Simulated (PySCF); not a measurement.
Structure with atom numbers: `[CH3:1][N:2]([CH3:3])[C@@H:4]1[CH:5]=[CH:6][Si@@H:7]1[C:8]#[N:9]` (H(Xn): hydrogen on atom n).

PySCF 2.14 calculation with structure optimised with GFN2-xTB and PBE0/pcSseg-1 with gauge-including orbitals; no solvent, single conformer, rapidly exchanging positions averaged, non-relativistic.

Shifts are taken against calculated references (same method and geometry level): TMS for $^{13}$C (σ = 186.93 ppm).

Question: Do the $^{13}$C shifts follow the atomic charges (in e)? Tabulate both.

Answer: 
```csv
atoms,hybridisation,δ (ppm),σ para (ppm),Hirshfeld,IAO,Mulliken,ESP-fitted
C5,sp2,170.1,-242,-0.02,-0.11,-0.05,-0.13
C6,sp2,143.5,-216,-0.13,-0.41,-0.36,-0.33
C8,sp,124.0,-199,-0.03,-0.15,-0.19,+0.22
C4,sp3,70.8,-136,-0.06,-0.25,-0.32,-0.11
C1/C3,sp3,46.2,-108,-0.07,-0.30,-0.09,-0.39
```

Correlation coefficients of δ with charge over these carbons: Hirshfeld +0.14, IAO +0.33, Mulliken +0.06, ESP-fitted +0.29; with the paramagnetic shielding -1.00. With so few points, grouped by hybridisation, these coefficients are fragile. Charge is one influence among several: hybridisation and low-lying excitations act through the paramagnetic term.

Shifts are as computed. Against solution values, carbons near 30 ppm lie about +3 ppm off and those near 130 ppm about +5 ppm. Of 1211 compounds with measured shifts, 218 miss one by over three times the rms of a fit or turn the order of signals round; such compounds aren't used in these exercises.
